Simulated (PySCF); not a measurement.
CH5S (SMILES C[SH2+]), charge +1, singlet, at a GFN2-xTB geometry, with bond 5-1 at 1.3 times its length. Base run: CAMB3LYP/def2-SVP (PySCF).

The PySCF input:
```python
from pyscf import gto, scf, dft

mol = gto.Mole()
mol.atom = '''
    C    -0.03747748    1.18530286   -0.11525700
    S    -0.02095352   -0.61772925    0.15157957
    H     1.25160297   -0.85395482   -0.24996242
    H    -1.06827047    1.52354437   -0.03438541
    H     0.72140604    1.78167309    0.91843660
    H     0.37245221    1.44603148   -1.08584758
    H    -0.54194256   -0.98781933   -1.04342765
'''
mol.basis = 'def2-svp'
mol.charge = 1
mol.verbose = 4
mol.build()

mf = dft.RKS(mol)
mf.xc = 'camb3lyp'
mf.kernel()
mf.analyze()
```

Each row names what was changed in the base input (with any setting that the change needs).

```csv
change,ΔE vs base (µEh),SCF cycles,outcome
base,0.0,9,converged
conv_tol = 1e-7,0.0,7,converged
solver = newton; init_guess = 1e,0.0,-,converged
DIIS = EDIIS,0.0,30,converged
diis_space = 12,0.0,9,converged
init_guess = sap,0.0,10,converged
level_shift = 0.5 (with mf.max_cycle = 100),0.0,14,converged
init_guess = vsap,0.0,9,converged
DIIS = ADIIS,0.0,11,converged
init_guess = mod_huckel,0.0,9,converged
diis = off; damp = 0.6 (with mf.diis_start_cycle = 200; with mf.max_cycle = 150),0.0,21,converged
conv_tol_grad = 1e-7,0.0,11,converged
diis = off (with mf.max_cycle = 100),-,100,not converged
```
